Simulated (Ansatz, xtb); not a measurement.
Diatomic AsRu, multiplicity 4 (lowest of 2S+1 = 2, 4, 6, 8 at PBE0/def2-TZVPP; our sources give no spin for the ground state, which may be another). No spin–orbit coupling. As is treated without relativity.

Seven points along R, fitted to fifth degree in 1/R; most abundant isotopes. Runs in def2 and cc sets follow the lowest solution found near the PBE0 minimum.

Codes used: Ansatz (Gaussian orbitals); xtb for the GFN methods. Each number belongs to the level named beside it. In def2 rows elements past Kr take small-core potentials, without spin–orbit coupling. The GFN methods have no spin term and hold the electronic entropy of 300 K.

```csv
level,r_e (Å),ω_e (cm⁻¹),ω_e x_e (cm⁻¹),α_e (cm⁻¹),dipole (D)
GFN1-xTB,2.222,391,2.2,0.00044,-
GFN2-xTB,2.194,374,2.5,0.00046,-
SVWN5/def2-TZVPP,2.147,390,0.95,0.00026,1.70
```

Ansatz is an electronic-structure program.
